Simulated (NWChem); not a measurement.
BeHSI; SMILES [SH][Be][I]

```xyz
4

Be     0.0218     1.1162     0.0000
I      0.0082    -1.0550     0.0000
S      0.0490     3.0218     0.0000
H     -1.3030     3.0992     0.0000
```
Atoms are numbered in this order, from 1.

All runs: NWChem. Medium grid unless said otherwise, to which SCAN and Minnesota functionals are sensitive. Geometry: optimised at PBE0/def2-SVP. def2 effective core potentials on I; no spin-orbit coupling.

For level MN15/def2-SVP:

- highest occupied level (eV) = -8.18
- orbital gap (eV) = 7.66

**Question.** What are these values for level PBE/def2-SVP?

**Answer.** The highest occupied level (eV) is -6.48 and the orbital gap (eV) is 4.66.
